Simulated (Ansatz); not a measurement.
`NB([SiH3])CF` → `NBCF` + `[SiH2]`  (silylene loss)

Gas-phase electronic energies from Ansatz, PBE0-D4/def2-TZVP geometries. CBS: MP2 limit from def2 TZ/QZ plus the TZ coupled-cluster correction, frozen cores. This one scheme is used for every species. Functionals use def2-TZVPP. B3LYP here is the variant with VWN-RPA as its local correlation; programs differ in this. Each species was taken in one conformer, which may not be the lowest.

`NB([SiH3])CF`:

```xyz
12

N    -0.759    0.679    1.289
B    -0.032    0.124    0.251
Si   -0.963   -0.600   -1.393
C     1.537    0.077    0.399
F     1.972    0.628    1.608
H    -1.761    0.761    1.302
H    -0.300    1.041    2.112
H    -0.517    0.103   -2.631
H    -2.443   -0.436   -1.289
H    -0.681   -2.051   -1.591
H     1.913   -0.953    0.352
H     2.032    0.627   -0.411
```

`NBCF`:

```xyz
9

N    -1.108    0.669    0.568
B     0.244    0.505    0.329
C     0.733   -0.700   -0.555
F    -0.327   -1.492   -1.008
H    -1.495    1.412    1.122
H    -1.789    0.031    0.187
H     1.040    1.274    0.790
H     1.285   -0.349   -1.436
H     1.418   -1.350    0.003
```

`[SiH2]`:

Z-matrix (Å, degrees):
```
Si
H 1 1.525
H 1 1.525 2 91.2
```

```csv
level,ΔE (kJ/mol)
B3LYP,202.5
CCSD/def2-TZVPP,207.8
```

**Question.** What does CCSD(T)/CBS give? (An estimate is asked.)

**Answer.** The calculation gave: +219.5 kJ/mol. The listed levels differ from it by -17.0, -11.7 kJ/mol.

Largest T1 diagnostic among the species: 0.014.

In def2-TZVPP, CCSD(T) changes the Hartree–Fock value by +23.8 kJ/mol (the triples alone add +6.0 kJ/mol) and MP2 by +38.3 kJ/mol. The D4 term adds +13.1 kJ/mol with B3LYP and +7.2 kJ/mol with PBE0; it sums over pairs of atoms, weighted by their polarisabilities, and B3LYP, whose exchange is more repulsive, gets the larger term. From PBE to PBE0 (25 % exact exchange), in def2-TZVPP and without D4, ΔE moves by +5.2 kJ/mol.
